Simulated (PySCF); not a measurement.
Compound: BH₇O₃Si₂.
Structure used (PBE0-D3(BJ)/def2-SVP), in Å, numbered top down from 1:
```xyz
13
BH7O3Si2 angstrom
O     -2.100   -0.369   -0.947
Si    -1.895    0.768    0.253
Si     0.399    0.819    0.819
B      1.280   -0.660   -0.282
O      2.597   -0.783   -0.588
O      0.438   -1.623   -0.770
H     -1.377   -1.014   -1.007
H     -2.701    0.446    1.474
H     -2.359    2.092   -0.259
H      0.612    0.544    2.279
H      1.053    2.139    0.530
H      3.145   -0.079   -0.230
H      0.910   -2.293   -1.285
```

Level of theory: PBE0-D3(BJ)/def2-SVP geometry optimisation, gas phase in PySCF.

Masses are those of the commonest isotopes; rigid-rotor values at the optimised geometry. The values belong to one conformer with, in the numbering `[OH:1][SiH2:2][SiH2:3][B:4]([OH:5])[OH:6]`, H–O1–Si2–Si3 20°, O1–Si2–Si3–B4 -4°, Si2–Si3–B4–O5 160°, Si3–B4–O5–H 0°, Si3–B4–O6–H 180°.

**Question.** What are A, B and C (MHz)?

**Answer.** Ia = 143.21, Ib = 368.21, Ic = 489.85 u·Å²; 505379 MHz·u·Å²/I gives A = 3529, B = 1373, C = 1032 MHz.

**Question.** Classify the top.

**Answer.** An asymmetric top; Ray's κ = -0.727.

**Question.** Is it planar, by Δ = Ic − Ia − Ib?

**Answer.** Not planar: Δ = Ic − Ia − Ib = -21.56 u·Å². For a rigid frame Δ = −2 Σ m c², so Σ m c² = 10.78 u·Å² lies off the ab plane: 6.24 from hydrogen and 4.55 from heavier atoms. The atom farthest from that plane is 1.38 Å away.

**Question.** Give the other two planar moments, Paa and Pbb, and the rms extents of the mass along the axes.

**Answer.** Paa = Σ m a² = (Ib + Ic − Ia)/2 = 357.43 and Pbb = Σ m b² = (Ia + Ic − Ib)/2 = 132.43 u·Å². With the mass M = 122.00 u, the rms extents √(P/M) along a, b and c are 1.71, 1.04, 0.30 Å.

**Question.** List the rotational levels J(Ka,Kc) to J = 4 (cm⁻¹).

**Answer.** Above 0(0,0):
J = 1: 1(0,1) 0.0802, 1(1,1) 0.1521, 1(1,0) 0.1635
J = 2: 2(0,2) 0.2393, 2(1,2) 0.3012, 2(1,1) 0.3353, 2(2,1) 0.5511, 2(2,0) 0.5523
J = 3: 3(0,3) 0.4751, 3(1,3) 0.5239, 3(1,2) 0.5921, 3(2,2) 0.7916, 3(2,1) 0.7978, 3(3,1) 1.1805, 3(3,0) 1.1805
J = 4: 4(0,4) 0.7842, 4(1,4) 0.8197, 4(1,3) 0.9328, 4(2,3) 1.1115, 4(2,2) 1.1292, 4(3,2) 1.5035, 4(3,1) 1.5041, 4(4,1) 2.0448, 4(4,0) 2.0448
Those of J = 1 are B + C, A + C and A + B.

**Question.** Which lines would a microwave search look for?

**Answer.** The dipole components are |μa| = 3.48 D, |μb| = 0.45 D, |μc| = 0.01 D. The squared components, which scale the intensities, stand as 1.00 : 0.02 : 0.00 (a : b : c). Some of the stronger lines:

```
type  branch         J(Ka,Kc)    MHz  lower level (cm⁻¹)
   a       Q  1(1,0) ← 1(1,1)    341               0.152
   a       Q  2(1,1) ← 2(1,2)   1023               0.301
   a       R  1(0,1) ← 0(0,0)   2404               0.000
   b       Q  1(1,0) ← 1(0,1)   2497               0.080
   b       R  2(0,2) ← 1(1,1)   2615               0.152
   b       Q  2(1,1) ← 2(0,2)   2875               0.239
   a       R  2(1,2) ← 1(1,1)   4468               0.152
   b       R  1(1,1) ← 0(0,0)   4561               0.000
   a       R  2(0,2) ← 1(0,1)   4771               0.080
   a       R  2(1,1) ← 1(1,0)   5149               0.163
   b       Q  2(2,0) ← 2(1,1)   6507               0.335
   b       R  2(1,2) ← 1(0,1)   6624               0.080
   b       Q  2(2,1) ← 2(1,2)   7492               0.301
   b       R  2(2,1) ← 1(1,0)  11619               0.163
   b       R  2(2,0) ← 1(1,1)  11997               0.152
```

**Question.** Estimate the classical rotational partition function at 25 K, 50 K and 100 K.

**Answer.** Point group C1, symmetry number σ = 1; q = (√π/σ)·√((kT/h)³/(ABC)), k/h = 20836.6 MHz/K: 9430 at 25 K, 26700 at 50 K, 75400 at 100 K.

Whether it is a minimum is left open (no frequencies). Constants of a rigid frame at the computed geometry: no zero-point averaging, no centrifugal distortion. Quadrupole hyperfine structure (11B) is left out.

Time: 43 s wall; peak memory 0.53 GiB. Hardware: one thread, Arm Neoverse V1 (aarch64), shared host with 32 logical CPUs at a one-minute load of 36. That covers the optimisation of the geometry.
